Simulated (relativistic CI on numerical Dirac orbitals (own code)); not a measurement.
A reference radial Dirac CI calculation of As⁺ gave the lowest total energy -2257.38684 Ha in 34 SCF steps, from this input:

```
atom As  Z=33  charge=1  electrons=32
nucleus A=75  rms_radius_fm=4.0968
hamiltonian dirac-coulomb  breit=on  qed=on  c_scale=1
orbitals kli  potential=per-configuration
slater_scale 1
correlation none
mixing on
grid step=0.0125 r_max=74.5
scf mixing=0.4 start=green max_iterations=150 tolerance=2e-08 node_fill=0.05
configurations
  [Ar] 3d10 4s2 4p2
  [Ar] 3d10 4s 4p3
  [Ar] 3d10 4s2 4p 4d
end
```

One setting was then changed, and the output read:

```
SCF 1: [Ar] 3d10 4s2 4p2
 iter      energy (Ha)   residual   last orbital (Ha)
    1     -2250.807454   1.81e+00     -1.06743
    2     -2258.612255   4.47e-01     -0.71720
    3     -2259.081014   7.72e-02     -0.62996
    4     -2259.112622   6.81e-02     -0.64307
    5     -2259.118182   1.32e-02     -0.63450
    6     -2259.119236   9.98e-04     -0.63992
    7     -2259.119275   1.03e-03     -0.63954
    8     -2259.119211   1.53e-04     -0.63937
    9     -2259.119221   2.49e-06     -0.63938
   10     -2259.119222   1.83e-07     -0.63938
   11     -2259.119222   3.93e-09     -0.63938
SCF 2: [Ar] 3d10 4s 4p3
 iter      energy (Ha)   residual   last orbital (Ha)
    1     -2250.515424   1.80e+00     -1.06743
    2     -2258.259126   4.32e-01     -0.71156
    3     -2258.714960   7.77e-02     -0.62734
    4     -2258.743195   6.83e-02     -0.64424
    5     -2258.748819   1.06e-02     -0.63580
    6     -2258.749643   9.58e-04     -0.64039
    7     -2258.749660   8.77e-04     -0.64019
    8     -2258.749609   1.18e-04     -0.64002
    9     -2258.749618   2.93e-06     -0.64003
   10     -2258.749618   1.60e-06     -0.64003
   11     -2258.749618   8.96e-09     -0.64003
SCF 3: [Ar] 3d10 4s2 4p 4d
 iter      energy (Ha)   residual   last orbital (Ha)
    1     -2250.744462   1.79e+00     -0.36853
    2     -2258.251292   4.24e-01     -0.25828
    3     -2258.695743   8.02e-02     -0.24139
    4     -2258.715684   8.68e-02     -0.24624
    5     -2258.726053   2.12e-03     -0.24369
    6     -2258.726028   6.65e-04     -0.24385
    7     -2258.725992   4.23e-05     -0.24383
    8     -2258.725994   3.15e-05     -0.24381
    9     -2258.725996   5.60e-07     -0.24381
   10     -2258.725996   1.43e-06     -0.24382
   11     -2258.725996   1.22e-07     -0.24382
   12     -2258.725996   2.81e-09     -0.24382
orbital energies (Ha): 3s -7.5907  3p1/2 -5.6250  3p3/2 -5.4419  3d3/2 -2.0781  3d5/2 -2.0515  4s -1.0041  4p1/2 -0.6509  4p3/2 -0.6394
configuration averages (Ha): Dirac-Coulomb, Breit, QED
  4s2 4p2                      -2259.119222    1.055326    0.000000
  4s 4p3                       -2258.749618    1.055260    0.000000
  4s2 4p 4d                    -2258.725996    1.055030    0.000000
levels: no., configuration, term, J, E (cm-1), weight
   1 4s2 4p2                3P   0                0.0  0.99
   2 4s2 4p2                3P   1              998.4  1.00
   3 4s2 4p2                3P   2             2524.1  0.99
   4 4s2 4p2                1D   2            12543.5  0.99
   5 4s2 4p2                1S   0            28466.4  0.99
   6 4s 4p3                 5S*  2            41550.7  1.00
   7 4s 4p3                 3D*  1            68556.0  0.73
   8 4s 4p3                 3D*  2            68695.2  0.73
   9 4s 4p3                 3D*  3            69110.0  0.74
  10 4s 4p3                 3P*  2            79663.3  0.48
  11 4s 4p3                 3P*  1            80197.3  0.63
  12 4s 4p3                 3P*  0            80235.3  0.65
  13 4s2 4p 4d              1D*  2            81787.2  0.67
  14 4s2 4p 4d              3F*  2            86327.7  0.97
lowest total energy -2258.096336 Ha
end: converged
```

(1) Which setting was changed?
A. start potential
B. end of the grid
C. node fill of the KLI weights
D. QED terms

Answers

(1) D. The QED terms off.
